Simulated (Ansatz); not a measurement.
Geometry optimisation, RKS B3LYP/def2-SVP (Ansatz).

Input:

```yaml
crystal:
  periodic: [false, false, false]
  atoms:
    - { symbol: C, position_ang: [-0.7522, -0.9627, 1.246] }
    - { symbol: C, position_ang: [0.2345, -0.6316, 0.1933] }
    - { symbol: O, position_ang: [1.1347, -1.3746, -0.1041] }
    - { symbol: Si, position_ang: [0.2036, 1.0119, -0.7667] }
    - { symbol: O, position_ang: [0.38946, 2.34371, 0.14187] }
    - { symbol: H, position_ang: [-0.7728, -0.1404, 2.0168] }
    - { symbol: H, position_ang: [-1.7665, -0.9509, 0.7811] }
    - { symbol: H, position_ang: [-0.556, -1.874, 1.6829] }
    - { symbol: H, position_ang: [1.33283, 0.955, -1.79196] }
    - { symbol: H, position_ang: [-1.01905, 1.07513, -1.62255] }
    - { symbol: H, position_ang: [0.41741, 2.12238, 1.07528] }
basis:
  gaussian: { orbitals: def2-SVP }
hamiltonian:
  xc: b3lyp
relax:
  f_tol: 0.015
  max_steps: 40
```

Run as:

```bash
$ ansatz run input.yaml --threads 2 --pin off --max-ram 3072MiB --backend cpu --events-out ev --progress --plain --runs-dir out
```

Q: Where does it end, and by what steps?

A: The run converged. After 19 steps the energy has fallen by 0.429 eV; O3 moved furthest, 0.86 Å.

| step | energy less start (eV) | largest force component (eV/Å) | accepted |
| --- | --- | --- | --- |
| 0 | 0.0000 | 2.934 | yes |
| 1 | -0.2495 | 0.897 | yes |
| 2 | -0.2898 | 0.666 | yes |
| 3 | -0.3130 | 0.115 | yes |
| 4 | -0.2832 | 1.945 | no |
| 5 | -0.3285 | 0.183 | yes |
| 6 | -0.3379 | 1.072 | yes |
| 7 | -0.3809 | 0.243 | yes |
| 8 | -0.4022 | 0.224 | yes |
| 9 | -0.4186 | 0.084 | yes |
| 10 | -0.4246 | 0.083 | yes |
| 11 | -0.3892 | 0.777 | no |
| 12 | -0.4260 | 0.098 | yes |
| 13 | -0.4280 | 0.028 | yes |
| 14 | -0.4286 | 0.056 | yes |
| 15 | -0.4288 | 0.043 | yes |
| 16 | -0.4291 | 0.044 | yes |
| 17 | -0.4293 | 0.030 | yes |
| 18 | -0.4294 | 0.030 | yes |
| 19 | -0.4295 | 0.011 | yes |

```xyz
11
Properties=species:S:1:pos:R:3
C -0.643 -0.965 1.354
C 0.059 -0.764 0.029
O 0.517 -1.690 -0.614
Si 0.261 0.984 -0.786
O -0.322 2.242 0.150
H -0.166 -0.351 2.137
H -1.686 -0.611 1.279
H -0.625 -2.027 1.640
H 1.713 1.147 -1.087
H -0.539 0.965 -2.038
H 0.277 2.645 0.788
```

Whether the end is a true minimum wasn't checked by a vibrational analysis.

Time of the run: 57 s on 2 threads of Arm Neoverse V1, with other jobs on the host, peak memory 0.22 GiB.
